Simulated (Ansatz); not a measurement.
Geometry optimisation, UKS PBE0-D4/cc-pVDZ (Ansatz 0.2.0).

The input (input.yaml):

```yaml
crystal:
  periodic: [false, false, false]
  atoms:
    - { symbol: "N", position_ang: [-0.8401, 0.7254, 0.0521] }
    - { symbol: Si, position_ang: [0.3357, -0.5331, 0.0698] }
    - { symbol: O, position_ang: [0.7188, -0.8887, 1.6831] }
    - { symbol: F, position_ang: [-0.2113, -1.9, -0.6728] }
    - { symbol: H, position_ang: [-1.0694, 0.9807, -0.9824] }
    - { symbol: H, position_ang: [-0.4402, 1.6334, 0.4534] }
    - { symbol: H, position_ang: [-1.3282, 0.01289, 0.63149] }
magnetization:
  spin_polarized: true
  initial_magnetization: 1
basis:
  gaussian: { orbitals: cc-pVDZ }
hamiltonian:
  xc: pbe0
  dispersion: d4
relax:
  f_tol: 0.02
  max_steps: 50
output:
  orbitals: {}
```

Run as:

```bash
$ ansatz run input.yaml --threads 2 --pin off --max-ram 3072MiB --backend cpu --events-out ev --progress --plain --runs-dir out
```

Problem. Where does it end, and by what steps?

Solution. The forces met the threshold. After 16 steps the energy has fallen by 2.351 eV; H7 moved furthest, 0.72 Å.

| step | energy less start (eV) | largest force component (eV/Å) | accepted |
| --- | --- | --- | --- |
| 0 | 0.0000 | 7.898 | yes |
| 1 | -1.5012 | 3.187 | yes |
| 2 | -2.1470 | 1.696 | yes |
| 3 | -2.2743 | 1.002 | yes |
| 4 | -2.3289 | 0.299 | yes |
| 5 | -2.3347 | 0.065 | yes |
| 6 | -2.3369 | 0.046 | yes |
| 7 | -2.3384 | 0.036 | yes |
| 8 | -2.3397 | 0.150 | yes |
| 9 | -2.3419 | 0.124 | yes |
| 10 | -2.3455 | 0.175 | yes |
| 11 | -2.3475 | 0.126 | yes |
| 12 | -2.3489 | 0.133 | yes |
| 13 | -2.3502 | 0.077 | yes |
| 14 | -2.3506 | 0.081 | yes |
| 15 | -2.3508 | 0.026 | yes |
| 16 | -2.3509 | 0.012 | yes |

```xyz
7
Properties=species:S:1:pos:R:3
N -0.792 0.704 0.077
Si 0.680 -0.705 0.271
O 0.411 -1.221 1.726
F 0.078 -1.507 -1.066
H -1.433 0.442 -0.676
H -0.491 1.669 -0.068
H -1.286 0.648 0.972
```

Whether the end is a true minimum wasn't checked by a vibrational analysis.

The run took 38 s on 2 threads of Arm Neoverse V2, on a shared host, peak memory 0.18 GiB.
